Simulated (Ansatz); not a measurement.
Job for Ansatz (a quantum-chemistry and plane-wave program): R-PBE0/def2-TZVPP on BCl2HO (SMILES OB(Cl)Cl), a point of a torsion scan.

Ansatz 0.2 input:
```yaml
crystal:
  periodic: [false, false, false]
  atoms:
    - {symbol: O, position_ang: [-0.88566161, -0.49196356, 0.31752058]}
    - {symbol: B, position_ang: [0.28154980, 0.12100195, 0.14946541]}
    - {symbol: Cl, position_ang: [0.88872376, 0.54255782, -1.43628530]}
    - {symbol: Cl, position_ang: [1.30353354, 0.31351590, 1.52288690]}
    - {symbol: H, position_ang: [-1.60695802, -0.36824760, -0.30093266]}
basis:
  gaussian:
    orbitals: def2-TZVPP
hamiltonian:
  xc: {name: PBE0}
scf: {lower_state_search: off}
```

Output:

```
WARN ansatz: RAYON_NUM_THREADS=1 ignored (pool sized by the plan → 1); use --threads N
Functional definition: PBE0
these checks for a lower state are left out or cut short: stability, starts, cluster_reference, orbital_swaps, neighbouring_geometries, increment
integrals: 0.08 GiB planned
1029 factors; their error is unknown
mean field: 0.65 GiB planned
mean field evaluation 1: about -27775.1379 eV, gradient 5.0e1 eV
mean field evaluation 2: about -27768.0138 eV, gradient 8.0e1 eV
mean field evaluation 4: about -27779.1403 eV, gradient 2.2e0 eV
mean field evaluation 8: about -27779.1500 eV, gradient 3.3e-2 eV
mean field evaluation 16: about -27779.2223 eV, gradient 1.1e-5 eV
mean field -27779.22234138 eV, -1020.8675916124 hartree, gradient 4.7e-6 eV, S^2 0.000000; 0 other end points of the search recorded, 0 dependent functions left out
reference -27779.22236648 eV, -1020.8675925348 hartree; 24, 24 occupied and 136, 136 virtual orbitals, 1029 factors
Total energy: -27779.22236648 eV, -1020.8675925348 hartree
Checks for a lower state left out: stability, starts, cluster_reference, orbital_swaps, neighbouring_geometries, increment
```

Self-consistency was reached.

Cost: around 3.0 core-seconds (rough).
